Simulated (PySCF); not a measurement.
Level of theory: TPSSh-D3(BJ)/def2-TZVP // B3LYP-D3(BJ)/def2-TZVP run with PySCF. All species are isolated molecules in the gas phase. Excitations are Tamm–Dancoff values on a coarser integration grid. The basis has no diffuse functions, so Rydberg states are missing or too high.

Reference species (SMILES): `O1[SiH2][SiH]=C1` (neutral, multiplicity 1).

```yaml
LUMO: -2.51 eV
T1 excitation (TDA): 1.63 eV
```

Changed species: `C1[SiH2][Si]1=O`.

**Question.** What does the change do to the LUMO and T1 excitation (TDA)?

**Answer.** the LUMO falls by 0.26 eV, to -2.77 eV; the T1 excitation (TDA) rises by 0.93 eV, to 2.56 eV.
